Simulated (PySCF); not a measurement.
**Calcium: a sound run and one with changed settings**

Sound run: Ca [Ar] 4s2, Ca⁺ [Ar] 4s1. Computed with PySCF 2.14 in aug-cc-pVDZ-X2C (6s5p3d, 36 functions), with scalar relativity by spin-free X2C-1e. In the sound run the correlated levels freeze [Ar]. The sound run starts from symmetry-adapted Hartree-Fock orbitals and uses a fine grid where one is needed.

Changed run: no relativity, point nucleus. This setting is unsound on purpose.

```json
{"species": "Ca", "method": "UHF", "sound run (hartree)": "-679.62922", "changed run (hartree)": "-676.04185", "converged": "yes"}
{"species": "Ca", "method": "MN15", "sound run (hartree)": "-680.66600", "changed run (hartree)": "-677.07871", "converged": "yes"}
{"species": "Ca", "method": "M06-2X", "sound run (hartree)": "-680.47443", "changed run (hartree)": "-676.88684", "converged": "yes"}
{"species": "Ca", "method": "MP2", "sound run (hartree)": "-679.64677", "changed run (hartree)": "-676.05941", "converged": "yes"}
{"species": "Ca", "method": "CCSD(T)", "sound run (hartree)": "-679.65715", "changed run (hartree)": "-676.06986", "converged": "yes"}
{"species": "Ca⁺", "method": "UHF", "sound run (hartree)": "-679.44009", "changed run (hartree)": "-675.85385", "converged": "yes"}
{"species": "Ca⁺", "method": "MN15", "sound run (hartree)": "-680.43311", "changed run (hartree)": "-676.84720", "converged": "yes"}
{"species": "Ca⁺", "method": "M06-2X", "sound run (hartree)": "-680.24255", "changed run (hartree)": "-676.65638", "converged": "yes"}
```

Ionisation energy of Ca:

```json
{"method": "UHF", "sound run (eV)": "5.147", "changed run (eV)": "5.116"}
{"method": "MN15", "sound run (eV)": "6.337", "changed run (eV)": "6.300"}
{"method": "M06-2X", "sound run (eV)": "6.310", "changed run (eV)": "6.271"}
{"method": "MP2", "sound run (eV)": "5.624", "changed run (eV)": "5.594"}
{"method": "SCS-MP2", "sound run (eV)": "5.720", "changed run (eV)": "5.689"}
{"method": "CCSD", "sound run (eV)": "5.907", "changed run (eV)": "5.878"}
{"method": "CCSD(T)", "sound run (eV)": "5.907", "changed run (eV)": "5.878"}
{"method": "CCSDT", "sound run (eV)": "5.907", "changed run (eV)": "5.878"}
{"method": "FCI", "sound run (eV)": "5.907", "changed run (eV)": "5.878"}
```

Most of the change in total energy is the relativistic energy itself. On top of that the contraction fixes the core shape for the Hamiltonian it was made with, so the changed run is not a good calculation with the other Hamiltonian either.

For comparison, NIST gives 6.113 eV between the lowest levels.
